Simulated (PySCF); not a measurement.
Simulated C 1s region for `CO[CH2][GaH3-]`, binding energy against the vacuum level.

Every computed line was given a Gaussian of 0.8 eV full width at half maximum and an area set by the number of equivalent atoms; the highest printed point is 100. Computed, not measured: delta-SCF UKS SCAN, pcX-2 on the ionised atom, pcseg-1 elsewhere, spin-free X2C in PySCF 2.14.0.

binding energy (eV), intensity and a bar:
```
    284.9          0 
    285.0          1 
    285.1          2 #
    285.2          5 #
    285.3          9 ###
    285.4         17 #####
    285.5         28 ########
    285.6         43 #############
    285.7         61 ##################
    285.8         78 #######################
    285.9         92 ############################
    286.0        100 ##############################
    286.1         99 ##############################
    286.2         90 ###########################
    286.3         75 ######################
    286.4         57 #################
    286.5         40 ############
    286.6         26 ########
    286.7         15 #####
    286.8          8 ##
    286.9          4 #
    287.0          2 
    287.1          1 
    287.2          1 
    287.3          1 
    287.4          2 #
    287.5          5 #
    287.6         10 ###
    287.7         18 #####
    287.8         30 #########
    287.9         45 ##############
    288.0         63 ###################
    288.1         80 ########################
    288.2         93 ############################
    288.3        100 ##############################
    288.4         98 #############################
    288.5         88 ###########################
    288.6         73 ######################
    288.7         55 #################
    288.8         38 ###########
    288.9         24 #######
    289.0         14 ####
    289.1          8 ##
    289.2          4 #
    289.3          2 
    289.4          1 
    289.5          0
```

How many maxima does the curve show, and how many computed lines lie under it?

The curve has 2 maxima (at 286.0 and 288.3 eV). Under it lie 2 lines from 2 inequivalent carbon sites.

Decompose the envelope and assign each component. Numbering: `[CH3:1][O:2][CH2:3][GaH3-:4]`.

```
position (eV)  relative area  line  atoms                 environment
       286.04              1  C 1s     C3  sp3 carbon bound to oxygen
       288.33              1  C 1s     C1              methoxy carbon
```

What are the centre and the root-mean-square width of the whole band?

The area-weighted mean of the lines is 287.18 eV. Their own spread about it is 1.14 eV (rms) and each Gaussian has σ = 0.8/2.355 = 0.34 eV; the variances add, which gives 1.19 eV.

Above which line width would these two lines show one maximum?

Two equal Gaussians merge once their distance is under 2σ = FWHM/1.177. With 2.29 eV between them that is a full width over 2.70 eV.

Lowest listed C 1s: C3, bonded to O, 2 H and Ga. Highest, 2.29 eV above it: C1, bonded to O and 3 H. Summing the Pauling electronegativity differences to the bonded atoms, each weighted by its formal bond order, gives -0.55 for the lowest site and -0.16 for the highest.

No satellites, vibrations or lifetime broadening are included. The species carries charge -1, so core ionisation leaves a neutral species. The basis sets have no added diffuse functions. One conformer (not necessarily the lowest) at the PBE0-D3(BJ)/def2-SVP geometry, without solvent, vibrations or thermal averaging. The geometry's basis has no diffuse functions, a weakness for an anion.

Conformer computed: `[CH3:1][O:2][CH2:3][GaH3-:4]`: C1–O2–C3–Ga4 180°.
